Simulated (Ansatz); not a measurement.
CH$_{4}$AlClO$_{2}$, SMILES `O[CH2][Al]([OH])[Cl]`, relaxed with RKS PBE-D4/def2-SVP in the Gaussian-basis code of Ansatz from a rough embedded geometry. The force threshold is 0.03 eV/Å; the program also tests the step.

Charge 0, multiplicity 1.

Start:

```xyz
9

O    -1.510    0.419   -1.102
C    -0.209    0.808   -0.670
Al    0.677   -0.567    0.518
O     1.005   -0.123    2.205
Cl    1.072   -2.577   -0.277
H    -1.315   -0.334   -1.797
H    -0.358    1.747   -0.100
H     0.411    1.005   -1.573
H     0.226   -0.378    2.796
```

**Question.** By how much does the energy fall, and how many steps does the optimiser take? (Estimate.)

**Answer.** The calculation gave: 11.33 kcal/mol, in 12 steps, 1 of them rejected.

**Question.** Which bonds change most? (Best estimate.)

**Answer.** The calculation gave: O1–H6 from 1.043 to 0.978 Å; Al3–Cl5 from 2.198 to 2.133 Å; Al3–O4 from 1.774 to 1.711 Å; C2–Al3 from 2.021 to 1.959 Å.

**Question.** Give the relaxed structure. (Estimate.)

**Answer.** Ansatz gave: 
```xyz
9

O    -1.358    0.287   -1.131
C    -0.093    0.908   -0.770
Al    0.492   -0.421    0.545
O     0.644   -0.090    2.216
Cl    0.550   -2.428   -0.178
H    -1.140   -0.511   -1.651
H    -0.342    1.875   -0.286
H     0.541    1.144   -1.655
H     0.706   -0.765    2.909
```
